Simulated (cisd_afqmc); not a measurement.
Input (AFQMC/CISD/def2-SVP; cisd_afqmc is a phaseless AFQMC code with CISD trial states that reads the integrals written by Ansatz):

Ansatz 0.2 input:
```python
import cisd_afqmc

open("ham.yaml", "w").write("""\
crystal:
  periodic: [false, false, false]
  atoms:
    - {symbol: Ba, position_ang: [0.22286265, 0.11814199, 0.09208405]}
    - {symbol: F, position_ang: [-0.93947669, 1.07912345, -1.54686344]}
    - {symbol: F, position_ang: [-0.44722427, -1.81422915, 0.97389600]}
basis:
  gaussian:
    orbitals: def2-SVP
magnetization: {spin_polarized: false}
correlation: {method: ccsd, electrons: outside_noble_gas, hamiltonian_folder: ham}
""")
rep = cisd_afqmc.ansatz("ham.yaml")
e_ccsd = rep["correlation"]["coupled_cluster"]["energy"]["hartree"]
out = cisd_afqmc.run("ham", e_ccsd, trial="CISD", walkers=100, populations=8, threads=8, dt=0.005, steps=40, early=36, settle=10, least=32,
    cut=5e-5, rank_cut=2e-4, target=0.0004, seconds=1500, seed=1, memory=17280, gpu=False)
```

Output:

```
orbitals 52, occupied [8], factors 287 of 467, rank of the doubles 103 of 352
E(HF) = -223.943996
E(CCSD) on the cut factors = -224.355101, shift to the whole factors 0.000004
Energy of the trial state on the determinant = -224.355155
  tau behind 10.8 of longer steps, mean of the populations' last blocks
   2.0  -224.36158
   4.0  -224.36132
   6.0  -224.36168
   8.0  -224.36154
blocks 353 (1 outliers left out), error by blocks joined: 1: 0.00028, 2: 0.00032, 4: 0.00037, 8: 0.00039, 16: 0.00035
E(AFQMC/CISD) = -224.36161 +/- 0.00039
```
